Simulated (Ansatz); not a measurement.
Reaction (ligand exchange at a Zr–C bond): `[CH3][Zr]([F])([F])[F]` + HI → `[F][Zr]([F])([F])[I]` + CH₄

Gas-phase electronic energies from Ansatz, PBE0-D4/def2-TZVP geometries. CCSD(T)/CBS is the MP2 limit (def2-TZVPP, def2-QZVPP) plus CCSD(T) − MP2 in def2-TZVPP, frozen cores. This one scheme is used for every species. DFT in def2-TZVPP. def2 core potentials past Kr. For I, Zr outer-core shells are correlated without core-valence functions, which leaves a few kJ/mol of doubt a bond.

```json
{"level": "r2SCANh-D4", "ΔE (kJ/mol)": "-199.2"}
{"level": "ωB97X-V", "ΔE (kJ/mol)": "-191.3"}
{"level": "BLYP", "ΔE (kJ/mol)": "-187.8"}
{"level": "MP2/def2-SVP", "ΔE (kJ/mol)": "-203.3"}
```

Task: What does CCSD(T)/CBS give? (Estimate.)

Result: Ansatz gave: -193.2 kJ/mol. The listed levels differ from it by -6.0, 1.9, 5.4, -10.1 kJ/mol.

Largest T1 diagnostic among the species: 0.017.

From PBE to PBE0 (25 % exact exchange), in def2-TZVPP and without D4, ΔE moves by −4.1 kJ/mol. Leaving LDA and LC-ωPBE aside and taking each functional with its dispersion term where it has one, the values, not all of them listed here, spread over 13.2 kJ/mol, from PBE-QIDH to BLYP-D4.
